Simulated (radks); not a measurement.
Task: The mean radii <r> (bohr) of the occupied orbitals of an atom or ion are listed with their occupations. Method: non-relativistic Kohn-Sham, exchange-only B88, spin-polarised, spherical densities, point nucleus; computed with a radial shooting solver on a logarithmic mesh with Libxc functionals.

| orbital | occ. | <r> |
|---|---|---|
| 1s | 2 | 0.09728 |
| 2s | 2 | 0.4795 |
| 2p | 6 | 0.4403 |
| 3s | 2 | 1.473 |

Name the element and its charge. Open shells, if any, are filled with parallel spins first.

Result: Z = 16, sulfur, charge +4: S4+ in [Ne] 3s2. The 1s radius gives Z: for a bare nucleus <r> = 1.5/Z, 0.09375 bohr for Z = 16, and screening makes it slightly larger (0.09728 here). The occupations add up to 12, and the charge is Z minus that.
